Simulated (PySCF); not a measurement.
Cl2HMoNO, multiplicity 1. Atoms are numbered in the order given.

```xyz
6

Mo     0.0346     0.2725     0.0000
O      1.4160     1.1929     0.0000
N     -1.2970     1.3486     0.0000
H     -1.5909     2.3266     0.0000
Cl    -0.0621    -0.9634    -1.9023
Cl    -0.0621    -0.9634     1.9023
```
Charge 0, spin multiplicity 1.

Geometry: PBE0-D3(BJ)/def2-SVP. The multiplicity is an assumed one; no other spin state was optimised. The structure was generated by enumeration; whether it is a known compound was not checked. The def2 effective core potentials stand for the cores of Mo; spin–orbit coupling is left out.

Level of theory: PBE0-D3(BJ)/def2-SVP (PySCF).

Frequencies are harmonic and unscaled.

```json
[
 {"mode": "1", "ν (cm⁻¹)": "111", "IR (km/mol)": "1.2", "moving atoms (share of kinetic energy)": "Cl 80 %, Mo 16 %"},
 {"mode": "2", "ν (cm⁻¹)": "177", "IR (km/mol)": "1.0", "moving atoms (share of kinetic energy)": "Cl 29 %, Mo 29 %, N 20 %, O 18 %"},
 {"mode": "3", "ν (cm⁻¹)": "213", "IR (km/mol)": "1.5", "moving atoms (share of kinetic energy)": "O 59 %, N 20 %, Cl 19 %"},
 {"mode": "4", "ν (cm⁻¹)": "222", "IR (km/mol)": "1.8", "moving atoms (share of kinetic energy)": "N 38 %, Cl 22 %, H 17 %, O 15 %"},
 {"mode": "5", "ν (cm⁻¹)": "318", "IR (km/mol)": "23.0", "moving atoms (share of kinetic energy)": "O 38 %, N 20 %, H 20 %, Cl 20 %"},
 {"mode": "6", "ν (cm⁻¹)": "410", "IR (km/mol)": "34.4", "moving atoms (share of kinetic energy)": "Cl 63 %, Mo 19 %, H 11 %"},
 {"mode": "7", "ν (cm⁻¹)": "436", "IR (km/mol)": "52.6", "moving atoms (share of kinetic energy)": "Cl 57 %, Mo 38 %"},
 {"mode": "8", "ν (cm⁻¹)": "537", "IR (km/mol)": "146.5", "moving atoms (share of kinetic energy)": "H 59 %, N 31 %"},
 {"mode": "9", "ν (cm⁻¹)": "671", "IR (km/mol)": "132.5", "moving atoms (share of kinetic energy)": "H 74 %, N 20 %"},
 {"mode": "10", "ν (cm⁻¹)": "1024", "IR (km/mol)": "113.1", "moving atoms (share of kinetic energy)": "N 66 %, Mo 17 %, O 10 %"},
 {"mode": "11", "ν (cm⁻¹)": "1077", "IR (km/mol)": "117.5", "moving atoms (share of kinetic energy)": "O 75 %, Mo 12 %, N 11 %"},
 {"mode": "12", "ν (cm⁻¹)": "3603", "IR (km/mol)": "241.3", "moving atoms (share of kinetic energy)": "H 93 %"}
]
```
